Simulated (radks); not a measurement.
Species: Te3+. Configuration: [Kr] 4d10 5s2 5p1.

All-electron calculation, scalar-relativistic Kohn-Sham, PBEsol, spin-polarised, spherical densities, point nucleus; open shells are filled with parallel spins first (spin-orbit coupling, left out, can overturn this in heavy ions). Program: a radial shooting solver on a logarithmic mesh with Libxc functionals.

Energy parts (eV):
total: -184754.057
kinetic: 193570.403
electron-nucleus: -445512.245
Hartree: 71860.078
exchange-correlation: -4672.293

Orbitals (lengths in bohr, moments of r in powers of bohr; <r^-3> diverges for s and p1/2):
\begin{tabular}{lrrrr}
orbital & occ. & eigenvalue (eV) & <r^2> & <r^-3> \\ \hline
1s up & 1 & -31644.82 & 0.001049 & - \\
1s down & 1 & -31644.78 & 0.001049 & - \\
2s up & 1 & -4879.422 & 0.01695 & - \\
2s down & 1 & -4879.405 & 0.01695 & - \\
2p up & 3 & -4384.127 & 0.01340 & 5392 \\
2p down & 3 & -4384.095 & 0.01340 & 5392 \\
3s up & 1 & -995.7110 & 0.1187 & - \\
3s down & 1 & -995.6771 & 0.1187 & - \\
3p up & 3 & -834.7297 & 0.1191 & 1020 \\
3p down & 3 & -834.6915 & 0.1191 & 1020 \\
3d up & 5 & -591.1631 & 0.1044 & 140.6 \\
3d down & 5 & -591.1275 & 0.1044 & 140.6 \\
4s up & 1 & -195.0904 & 0.6604 & - \\
4s down & 1 & -195.0130 & 0.6602 & - \\
4p up & 3 & -145.1477 & 0.7679 & 195.0 \\
4p down & 3 & -145.0617 & 0.7669 & 195.0 \\
4d up & 5 & -72.3701 & 1.095 & 19.73 \\
4d down & 5 & -72.2045 & 1.087 & 19.82 \\
4f up & 0 & -12.0682 & 11.37 & 0.3178 \\
5s up & 1 & -43.2665 & 4.126 & - \\
5s down & 1 & -42.2171 & 4.101 & - \\
5p up & 1 & -32.1718 & 5.529 & 24.76 \\
5p down & 0 & -31.0362 & 5.557 & 24.99 \\
5d up & 0 & -18.1655 & 10.57 & 1.916 \\
5d down & 0 & -17.1990 & 10.94 & 1.806 \\
6s up & 0 & -16.7214 & 18.37 & - \\
\end{tabular}

The highest occupied level is 5p up at -32.172 eV. Spin moment in Bohr magnetons: 1. For comparison, the ionisation energy in NIST's Atomic Spectra Database is 37.416 eV (measured). In exact Kohn-Sham theory the highest level is minus the ionisation energy, but local and semilocal functionals leave it too shallow, through self-interaction and a potential that decays too fast; potentials with the right tail come closer.
